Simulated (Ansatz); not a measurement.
Geometry optimisation, RKS r2SCANh/def2-SVP (Ansatz).

Input:

```yaml
crystal:
  periodic: [false, false, false]
  atoms:
    - { symbol: Al, position_ang: [-1.402175, 0.012317, 1.017268] }
    - { symbol: "N", position_ang: [1.108699, 0.636621, -0.863747] }
    - { symbol: "N", position_ang: [-0.64856, -1.43228, 0.634867] }
    - { symbol: H, position_ang: [0.953443, -0.351638, -0.652441] }
    - { symbol: Cl, position_ang: [-2.230101, 1.885926, 1.380983] }
    - { symbol: H, position_ang: [1.08068, 0.746629, -1.875854] }
    - { symbol: H, position_ang: [2.050886, 0.874752, -0.560801] }
    - { symbol: H, position_ang: [-0.912771, -2.372426, 0.919624] }
basis:
  gaussian: { orbitals: def2-SVP }
hamiltonian:
  xc: r2scanh
relax:
  f_tol: 0.03
  max_steps: 50
```

Command:

```bash
$ ansatz run input.yaml --threads 2 --pin off --max-ram 3072MiB --backend cpu --events-out ev --progress --plain --runs-dir out
```

**Question.** Where does it end, and by what steps?

**Answer.** The run converged. After 12 steps the energy has fallen by 1.316 eV; Al1 moved furthest, 0.79 Å. Joined: Al1–N2 (3.20 → 2.01 Å).

| step | energy less start (eV) | largest force component (eV/Å) | accepted |
| --- | --- | --- | --- |
| 0 | 0.0000 | 0.513 | yes |
| 1 | -0.2499 | 0.775 | yes |
| 2 | -0.5977 | 1.039 | yes |
| 3 | -0.9556 | 0.958 | yes |
| 4 | -1.1971 | 1.425 | yes |
| 5 | -1.2775 | 0.768 | yes |
| 6 | -1.3017 | 0.228 | yes |
| 7 | -1.3087 | 0.090 | yes |
| 8 | -1.3126 | 0.121 | yes |
| 9 | -1.3149 | 0.092 | yes |
| 10 | -1.3143 | 0.204 | no |
| 11 | -1.3150 | 0.036 | yes |
| 12 | -1.3156 | 0.009 | yes |

```xyz
8
Properties=species:S:1:pos:R:3
Al -0.769 0.048 0.548
N 0.790 0.508 -0.626
N -0.525 -1.618 0.558
H 1.100 -0.466 -0.740
Cl -1.674 1.913 0.993
H 0.590 0.905 -1.544
H 1.546 1.054 -0.214
H -1.058 -2.344 1.026
```

Whether the end is a true minimum wasn't checked by a vibrational analysis.

Time of the run: 17 s on 2 threads of Intel(R) Xeon(R) 6975P-C (Granite Rapids) (shared host), peak memory 0.2 GiB.
